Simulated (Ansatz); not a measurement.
`C=[CH][AlH][OH]` + H–F → `C=[CH][AlH][F]` + H₂O at 500 K and 1 bar (ligand exchange at the Al–O bond).

Program: Ansatz. Geometries: PBE0-D4/def2-TZVP. ΔE: electronic, gas phase. CCSD(T)/CBS is the MP2 limit (def2-TZVPP, def2-QZVPP) plus CCSD(T) − MP2 in def2-TZVPP, frozen cores. This one scheme is used for every species. One conformer a species, not always the lowest.

| species | CCSD(T)/CBS energy (Eh) | H − E (kJ/mol) | S (J/(mol·K)) |
| --- | --- | --- | --- |
| `C=[CH][AlH][OH]` | -396.33356 | 204.7 | 374.6 |
| H–F | -100.39570 | 39.4 | 188.7 |
| `C=[CH][AlH][F]` | -420.36993 | 171.4 | 362.3 |
| H₂O | -76.37941 | 73.2 | 206.3 |

H − E and S are ideal-gas, rigid-rotor, harmonic terms from PBE0-D4/def2-TZVP, for one conformer and one mirror image of each species. 1 Eh = 2625.50 kJ/mol, R = 8.31446 J/(mol·K).

Question: By hand: ΔE, ΔH, ΔS and ΔG.

Answer: ΔE = (-420.36993) + (-76.37941) − (-396.33356) − (-100.39570) = -0.02008 Eh = -52.7 kJ/mol. Δ(H − E) = 171.4 + 73.2 − 204.7 − 39.4 = 0.5, so ΔH = -52.2 kJ/mol. ΔS = 362.3 + 206.3 − 374.6 − 188.7 = 5.3 J/(mol·K). ΔG = -52.2 − 500 × (5.3)/1000 = -54.9 kJ/mol.

Question: By hand: the equilibrium constant, and the temperature at which ΔG would vanish if ΔH and ΔS stayed fixed.

Answer: log₁₀ K = −ΔG/(RT ln 10) = 5.7. ΔH and −TΔS have one sign here, so there is no such temperature.

The number of gas molecules stays the same, so ΔS is small and ΔH decides. A doubt of 5 kJ/mol in ΔE shifts log₁₀ K by 0.5 here. Other conformers and mirror images would add mixing entropy, several J/(mol·K) or more a flexible species. These are equilibria of isolated gas molecules and say nothing of rates. Largest T1 diagnostic: 0.012 (customary marks: 0.02 for closed shells, 0.045 for open ones).

ΔS is within the doubt of such terms, so its sign, and with it that verdict, could turn.
